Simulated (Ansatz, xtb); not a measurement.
# ClH3SeSi2+: which of two isomers lies lower

Structure I: the doublet with the links of `[SiH3]/[Se+]=[Si]/Cl`. Structure II: the doublet with the links of `[SiH3]/[Se+]=[Si]\Cl`. Both are isolated ions in the gas phase, relaxed with PBE0-D3(BJ)/pcseg-1.

Task: Which of the two would you expect CCSD(T)/def2-SVP + ΔMP2/def2-TZVPP electronic energies to favour?

Result: Structure I; the calculation gives E(II) − E(I) = +7.41 kJ/mol.

Level by level:

```tsv
level	geometry	E(II) − E(I) (kJ/mol)	departure from the last row (kJ/mol)	job, with rough time for the two
PBE0-D3(BJ)/pcseg-1	PBE0-D3(BJ)/pcseg-1	+6.32	−1.09	optimisation, 2.5 min
HF/def2-SVP	PBE0-D3(BJ)/pcseg-1	+4.01	−3.39	part of the CCSD(T) run
MP2/def2-SVP	PBE0-D3(BJ)/pcseg-1	+3.76	−3.65	part of the CCSD(T) run
CCSD(T)/def2-SVP	PBE0-D3(BJ)/pcseg-1	+5.10	−2.31	single point
CCSD(T)/def2-SVP + ΔMP2/def2-TZVPP	PBE0-D3(BJ)/pcseg-1	+7.41		single point, 44 s
```

As drawn, both hold the same kinds of bond in the same numbers.

None of the levels shown reverses the order. The largest departure from CCSD(T)/def2-SVP + ΔMP2/def2-TZVPP is that of MP2/def2-SVP, 3.65 kJ/mol. Levels run at GFN2-xTB geometries aren't shown. The last row adds to CCSD(T) the change of the MP2 difference between the two basis sets, here +2.31 kJ/mol.

With harmonic frequencies from PBE0-D3(BJ)/pcseg-1 (ideal gas, rigid rotor, one conformer each, 298.15 K, 1 atm): on the last row, ΔE + ΔZPE = +7.52 kJ/mol. A mode under 50 cm⁻¹ makes harmonic enthalpies and free energies unreliable, so none is given.

Open shells are spin-unrestricted. The correlated steps freeze 24 core orbitals; the filled d shell of Se is correlated, in a basis made for valence electrons. Codes used: Ansatz 0.2.0; the last row on 2 threads of Intel(R) Xeon(R) 6975P-C (Granite Rapids) on a shared host.
